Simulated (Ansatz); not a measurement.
A first, cheap relaxation of C₂H₆Al₂, SMILES `C[CH]1[AlH][AlH]1`.

```yaml
crystal:
  periodic: [false, false, false]
  atoms:
    - {symbol: C, position_ang: [-1.074900, 0.644100, -0.291300]}
    - {symbol: C, position_ang: [-0.167900, -0.497600, -0.296100]}
    - {symbol: Al, position_ang: [0.591800, -0.907700, 1.467100]}
    - {symbol: Al, position_ang: [1.814000, -0.008600, -0.611000]}
    - {symbol: H, position_ang: [-0.719000, 1.540100, 0.259800]}
    - {symbol: H, position_ang: [-1.298200, 1.031300, -1.350900]}
    - {symbol: H, position_ang: [-2.066600, 0.383000, 0.143700]}
    - {symbol: H, position_ang: [-0.493300, -1.355900, -0.872500]}
    - {symbol: H, position_ang: [0.547100, -1.391500, 3.037700]}
    - {symbol: H, position_ang: [2.950200, 0.511600, -1.483800]}
basis:
  gaussian: {orbitals: def2-SVP}
hamiltonian: {xc: pbe, dispersion: d4}
relax: {f_tol: 0.03, max_steps: 200}
```

```sh
$ ansatz run in.yaml --threads 2 --pin off --events-out ev --progress --plain --max-ram 4352MiB
```

Shortened log:

```
Functional definition: PBE
mean field -15346.41864579 eV, -563.9704830565 hartree, gradient 2.3e-5 eV, S^2 0.000000; 0 other end points of the search recorded, 0 dependent functions left out
relax step   1: F+E_penalty+E_count = -15346.61727463 eV  Δ(F+E_penalty+E_count) = +0.000e0 eV  max|allowed force component| = 2.222e0 eV/Å  Δτ_max = 0.0000 Å  (31 SCF iters, accepted)
mean field -15346.88079946 eV, -563.9874668906 hartree, gradient 2.5e-5 eV, S^2 0.000000; 0 other end points of the search recorded, 0 dependent functions left out
relax step   2: F+E_penalty+E_count = -15347.07793630 eV  Δ(F+E_penalty+E_count) = -4.607e-1 eV  max|allowed force component| = 1.276e0 eV/Å  Δτ_max = 0.1956 Å  (29 SCF iters, accepted)
mean field -15346.98126632 eV, -563.9911589798 hartree, gradient 7.8e-6 eV, S^2 0.000000; 0 other end points of the search recorded, 0 dependent functions left out
relax step   3: F+E_penalty+E_count = -15347.17779456 eV  Δ(F+E_penalty+E_count) = -9.986e-2 eV  max|allowed force component| = 5.818e-1 eV/Å  Δτ_max = 0.0798 Å  (30 SCF iters, accepted)
mean field -15347.06927626 eV, -563.9943932853 hartree, gradient 2.2e-5 eV, S^2 0.000000; 0 other end points of the search recorded, 0 dependent functions left out
relax step   4: F+E_penalty+E_count = -15347.26423861 eV  Δ(F+E_penalty+E_count) = -8.644e-2 eV  max|allowed force component| = 4.784e-1 eV/Å  Δτ_max = 0.1284 Å  (34 SCF iters, accepted)
mean field -15347.13268429 eV, -563.9967234875 hartree, gradient 6.9e-6 eV, S^2 0.000000; 0 other end points of the search recorded, 0 dependent functions left out
relax step   5: F+E_penalty+E_count = -15347.32423466 eV  Δ(F+E_penalty+E_count) = -6.000e-2 eV  max|allowed force component| = 8.317e-1 eV/Å  Δτ_max = 0.1956 Å  (35 SCF iters, accepted)
mean field -15347.18479943 eV, -563.9986386837 hartree, gradient 9.0e-6 eV, S^2 0.000000; 0 other end points of the search recorded, 0 dependent functions left out
relax step   6: F+E_penalty+E_count = -15347.37588626 eV  Δ(F+E_penalty+E_count) = -5.165e-2 eV  max|allowed force component| = 5.092e-1 eV/Å  Δτ_max = 0.1329 Å  (30 SCF iters, accepted)
mean field -15347.24888235 eV, -564.0009936875 hartree, gradient 2.2e-5 eV, S^2 0.000000; 0 other end points of the search recorded, 0 dependent functions left out
relax step   7: F+E_penalty+E_count = -15347.43965214 eV  Δ(F+E_penalty+E_count) = -6.377e-2 eV  max|allowed force component| = 3.641e-1 eV/Å  Δτ_max = 0.1580 Å  (30 SCF iters, accepted)
mean field -15347.23745598 eV, -564.0005737762 hartree, gradient 1.0e-5 eV, S^2 0.000000; 0 other end points of the search recorded, 0 dependent functions left out
relax step   8: F+E_penalty+E_count = -15347.42904539 eV  Δ(F+E_penalty+E_count) = +1.061e-2 eV  max|allowed force component| = 3.541e-1 eV/Å  Δτ_max = 0.1999 Å  (30 SCF iters, rejected (line search))
mean field -15347.26742475 eV, -564.0016751081 hartree, gradient 1.7e-5 eV, S^2 0.000000; 0 other end points of the search recorded, 0 dependent functions left out
relax step   9: F+E_penalty+E_count = -15347.45877717 eV  Δ(F+E_penalty+E_count) = -1.913e-2 eV  max|allowed force component| = 2.004e-1 eV/Å  Δτ_max = 0.0999 Å  (29 SCF iters, accepted)
mean field -15347.27403969 eV, -564.0019182026 hartree, gradient 1.7e-5 eV, S^2 0.000000; 0 other end points of the search recorded, 0 dependent functions left out
relax step  10: F+E_penalty+E_count = -15347.46540088 eV  Δ(F+E_penalty+E_count) = -6.624e-3 eV  max|allowed force component| = 5.643e-2 eV/Å  Δτ_max = 0.0458 Å  (30 SCF iters, accepted)
mean field -15347.27490905 eV, -564.0019501511 hartree, gradient 1.7e-5 eV, S^2 0.000000; 0 other end points of the search recorded, 0 dependent functions left out
relax step  11: F+E_penalty+E_count = -15347.46594774 eV  Δ(F+E_penalty+E_count) = -5.469e-4 eV  max|allowed force component| = 3.281e-2 eV/Å  Δτ_max = 0.0190 Å  (30 SCF iters, accepted)
mean field -15347.27537026 eV, -564.0019671001 hartree, gradient 1.7e-5 eV, S^2 0.000000; 0 other end points of the search recorded, 0 dependent functions left out
relax step  12: F+E_penalty+E_count = -15347.46649162 eV  Δ(F+E_penalty+E_count) = -5.439e-4 eV  max|allowed force component| = 2.681e-2 eV/Å  Δτ_max = 0.0378 Å  (29 SCF iters, accepted)
mean field -15347.27497421 eV, -564.0019525457 hartree, gradient 2.3e-5 eV, S^2 0.000000; 0 other end points of the search recorded, 0 dependent functions left out
relax step  13: F+E_penalty+E_count = -15347.46633962 eV  Δ(F+E_penalty+E_count) = +1.520e-4 eV  max|allowed force component| = 1.570e-1 eV/Å  Δτ_max = 0.0910 Å  (29 SCF iters, rejected (line search))
mean field -15347.27632951 eV, -564.0020023521 hartree, gradient 1.7e-5 eV, S^2 0.000000; 0 other end points of the search recorded, 0 dependent functions left out
relax step  14: F+E_penalty+E_count = -15347.46759314 eV  Δ(F+E_penalty+E_count) = -1.102e-3 eV  max|allowed force component| = 4.765e-2 eV/Å  Δτ_max = 0.0440 Å  (30 SCF iters, accepted)
mean field -15347.27578741 eV, -564.0019824301 hartree, gradient 2.5e-5 eV, S^2 0.000000; 0 other end points of the search recorded, 0 dependent functions left out
relax step  15: F+E_penalty+E_count = -15347.46717863 eV  Δ(F+E_penalty+E_count) = +4.145e-4 eV  max|allowed force component| = 2.079e-1 eV/Å  Δτ_max = 0.0976 Å  (28 SCF iters, rejected (line search))
mean field -15347.27736078 eV, -564.0020402504 hartree, gradient 1.7e-5 eV, S^2 0.000000; 0 other end points of the search recorded, 0 dependent functions left out
relax step  16: F+E_penalty+E_count = -15347.46849126 eV  Δ(F+E_penalty+E_count) = -8.981e-4 eV  max|allowed force component| = 4.284e-2 eV/Å  Δτ_max = 0.0488 Å  (30 SCF iters, accepted)
mean field -15347.27781841 eV, -564.0020570679 hartree, gradient 1.8e-5 eV, S^2 0.000000; 0 other end points of the search recorded, 0 dependent functions left out
relax step  17: F+E_penalty+E_count = -15347.46899507 eV  Δ(F+E_penalty+E_count) = -5.038e-4 eV  max|allowed force component| = 8.506e-2 eV/Å  Δτ_max = 0.0481 Å  (30 SCF iters, accepted)
mean field -15347.27878631 eV, -564.0020926378 hartree, gradient 1.9e-5 eV, S^2 0.000000; 0 other end points of the search recorded, 0 dependent functions left out
relax step  18: F+E_penalty+E_count = -15347.47008839 eV  Δ(F+E_penalty+E_count) = -1.093e-3 eV  max|allowed force component| = 1.380e-1 eV/Å  Δτ_max = 0.0602 Å  (29 SCF iters, accepted)
mean field -15347.27974808 eV, -564.0021279823 hartree, gradient 1.7e-5 eV, S^2 0.000000; 0 other end points of the search recorded, 0 dependent functions left out
relax step  19: F+E_penalty+E_count = -15347.47109172 eV  Δ(F+E_penalty+E_count) = -1.003e-3 eV  max|allowed force component| = 1.092e-1 eV/Å  Δτ_max = 0.0133 Å  (31 SCF iters, accepted)
mean field -15347.28103717 eV, -564.0021753553 hartree, gradient 1.8e-5 eV, S^2 0.000000; 0 other end points of the search recorded, 0 dependent functions left out
relax step  20: F+E_penalty+E_count = -15347.47246489 eV  Δ(F+E_penalty+E_count) = -1.373e-3 eV  max|allowed force component| = 4.313e-2 eV/Å  Δτ_max = 0.0471 Å  (29 SCF iters, accepted)
mean field -15347.28160290 eV, -564.0021961456 hartree, gradient 1.8e-5 eV, S^2 0.000000; 0 other end points of the search recorded, 0 dependent functions left out
relax step  21: F+E_penalty+E_count = -15347.47315341 eV  Δ(F+E_penalty+E_count) = -6.885e-4 eV  max|allowed force component| = 4.407e-2 eV/Å  Δτ_max = 0.0565 Å  (29 SCF iters, accepted)
mean field -15347.28187794 eV, -564.0022062529 hartree, gradient 1.8e-5 eV, S^2 0.000000; 0 other end points of the search recorded, 0 dependent functions left out
relax step  22: F+E_penalty+E_count = -15347.47342959 eV  Δ(F+E_penalty+E_count) = -2.762e-4 eV  max|allowed force component| = 3.312e-2 eV/Å  Δτ_max = 0.0218 Å  (30 SCF iters, accepted)
mean field -15347.28205889 eV, -564.0022129029 hartree, gradient 1.8e-5 eV, S^2 0.000000; 0 other end points of the search recorded, 0 dependent functions left out
relax step  23: F+E_penalty+E_count = -15347.47362260 eV  Δ(F+E_penalty+E_count) = -1.930e-4 eV  max|allowed force component| = 1.054e-2 eV/Å  Δτ_max = 0.0216 Å  (31 SCF iters, accepted)
mean field -15347.28205889 eV, -564.0022129029 hartree, gradient 1.9e-5 eV, S^2 0.000000; 1 other end points of the search recorded, 0 dependent functions left out
Total energy: -15347.47366527 eV, -564.0092543075 hartree
Atom 0 at    -1.208095     0.734824    -0.280339 Å, force    -0.009581     0.006159    -0.003240 eV/Å
Atom 1 at    -0.030684    -0.196554    -0.052143 Å, force     0.005082    -0.007760     0.000860 eV/Å
Atom 2 at     0.761998    -1.172621     1.456794 Å, force     0.002467     0.000559     0.002396 eV/Å
Atom 3 at     1.937575    -0.337640    -0.517905 Å, force    -0.006388    -0.000251     0.002304 eV/Å
Atom 4 at    -1.221601     1.530897     0.492712 Å, force    -0.002049    -0.007633    -0.007795 eV/Å
Atom 5 at    -1.176482     1.243097    -1.268935 Å, force    -0.000837    -0.003597     0.009720 eV/Å
Atom 6 at    -2.186684     0.210639    -0.211136 Å, force     0.010537     0.006922    -0.001575 eV/Å
Atom 7 at     0.005262    -1.027037    -0.848429 Å, force    -0.000718     0.005766     0.003252 eV/Å
Atom 8 at     0.459261    -1.252484     3.035391 Å, force    -0.000238     0.000025    -0.003697 eV/Å
Atom 9 at     2.742649     0.215678    -1.803308 Å, force     0.001725    -0.000191    -0.002225 eV/Å
Dipole moment:    -0.115400     0.055569    -0.066442 e Å
```

It took 40 s on 2 threads of an Intel Xeon Platinum 8375C on a shared host, with 0.15 GiB of host memory at the peak.
